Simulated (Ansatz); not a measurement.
Consider the homolysis of the In–N bond: `C[NH][InH][Cl]` → `[Cl][InH]`• + `C[NH]`•.

Gas-phase electronic energies from Ansatz, PBE0-D4/def2-TZVP geometries. CCSD(T)/CBS adds triple-zeta CCSD(T) − MP2 to the extrapolated MP2 energy (def2 sets, frozen cores). Open shells (•) are unrestricted, without spin–orbit coupling. def2 core potentials past Kr. For In outer-core shells are correlated without core-valence functions, which leaves a few kJ/mol of doubt a bond. One conformer a species, not always the lowest.

| species | CCSD(T)/CBS(def2) energy (Eh) |
| --- | --- |
| `C[NH][InH][Cl]` | -745.39749 |
| `[Cl][InH]`• | -650.20002 |
| `C[NH]`• | -95.07984 |

Task: Work out ΔE.

Result: ΔE = (-650.20002) + (-95.07984) − (-745.39749) = 0.11763 Eh = +308.8 kJ/mol.

Largest T1 diagnostic among the species: 0.018.

At CCSD(T), def2-SVP lies −29.1 kJ/mol from the extrapolated value and def2-TZVPP −16.3 kJ/mol: correlation converges slowly with the basis, and small sets miss more of it in the bonded molecule than in its fragments. From BLYP to BHLYP (50 % exact exchange), in def2-TZVPP and without D4, ΔE moves by +8.7 kJ/mol. Leaving LDA and LC-ωPBE aside and taking each functional with its dispersion term where it has one, the values, not all of them listed here, spread over 38.4 kJ/mol, from BLYP-D4 to ωB97X-V. LDA lies +73.1 kJ/mol from PBE without D4, its usual overbinding.
